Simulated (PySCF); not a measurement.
Ti(Cl)4 anion (Cl4Ti), SMILES [Cl][Ti]([Cl])([Cl])[Cl] (connectivity only; charge and spin as stated), charge -1, multiplicity 2.

Coordinates come from a r2SCAN-D4/def2-SVPD optimisation. The multiplicity is an assumed one; other spin states were not compared. The isomer is the one that the SMILES or the coordinates give; other isomers of the formula were not compared.

Level of theory: PBE0/def2-SVPD in PySCF.

Isolated molecule, no solvent.

Computed frontier levels, dipole moment and polarisability:
The α spin, highest occupied and lowest empty level is -2.27 and 1.19 eV, the β spin, highest occupied and lowest empty level is -4.71 and 1.76 eV and the dipole moment about the centre of nuclear charge is 0.00 D. The mean static polarisability is 104.3 bohr³ (15.45 Å³) and the polarisability, principal values is 102.6, 105.1, 105.1 bohr³. The ⟨S²⟩ comes out as 0.754 (pure state 0.75).
